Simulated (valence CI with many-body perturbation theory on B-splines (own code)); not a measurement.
Sensitivity of CI+MBPT for Hg41+

Computed by configuration interaction combined with many-body perturbation theory (CI+MBPT): three valence electrons over a frozen Dirac-Fock core [Kr], radial functions for each j: 6 s, 6 p, 5 d, 5 f, 1 g, with the one-electron correlation potential Σ1 (screened to all orders), the two-electron term Σ2, the three-electron term Σ3, Breit, model QED; selected single and double excitations, second order for the rest, scaled by the run's own slope (own B-spline code, finite nucleus).

No measured spectrum was set against this ion. As an estimate, large intervals hold to a few tenths of a per cent, small ones and those within an open d or f shell to about a per cent. Only levels of the ground parity were solved; by the run's estimate the other parity begins above the list, which can be wrong where configurations are misplaced.

The reference run has the lowest level (4d3/2^3) J=3/2 and an ionisation energy of 1989.80 eV. Its largest variational space holds 2408 state functions.

Levels are named by their leading jj configuration (3d3/2^4 stands for four electrons in 3d with j = 3/2), which in mixed levels can hold well under half, so a name can repeat and another be missing. Letters in brackets count levels of one name in rising energy.

Changed runs:
A. factor on the speed of light 1 → 100; QED terms on → off; logarithmic knot step 0.27 → 0.33
B. hole-hole ladder in Σ2 on → off; Davidson tolerance 2e-05 → 0.001
C. hole-hole ladder in Σ2 on → off
D. start configuration 4d3 → 4d4 (bad on purpose)

Excitation energies of the reference run in cm⁻¹, and shifts in cm⁻¹:

| Level | Reference | A | B | C |
| --- | --- | --- | --- | --- |
| (4d3/2^2 4d5/2) J=5/2 [a] | 196136 | -196128 | -2187 | -2187 |
| (4d3/2^2 4d5/2) J=3/2 | 216826 | -172716 | -852 | -852 |
| (4d3/2^2 4d5/2) J=7/2 | 232552 |  | -2253 | -2253 |
| (4d3/2^2 4d5/2) J=9/2 | 234130 |  | -3349 | -3349 |
| (4d3/2^2 4d5/2) J=1/2 | 235618 | -191513 | +94 | +94 |
| (4d3/2^2 4d5/2) J=5/2 [b] | 313026 |  | +2169 | +2169 |
| (4d3/2 4d5/2^2) J=7/2 [a] | 424497 |  | -2716 | -2716 |
| (4d3/2 4d5/2^2) J=9/2 | 441552 |  | -3455 | -3455 |
| (4d3/2 4d5/2^2) J=3/2 [a] | 456443 |  | +272 | +272 |
| (4d3/2 4d5/2^2) J=1/2 | 466889 | -399735 | +590 | +590 |
| (4d3/2 4d5/2^2) J=5/2 [a] | 471332 | -398531 | -406 | -406 |
| (4d3/2 4d5/2^2) J=11/2 | 475601 | -407775 | -4281 | -4281 |
| Ionisation energy (eV) | 1989.80 | -14.48 | -0.47 | -0.47 |

A blank means that the level has no clear partner in that run.

Run D: It gave no result: the electrons of core and valence do not add up to the charge. The program said: "core and valence hold 40 electrons, the ion has 39".
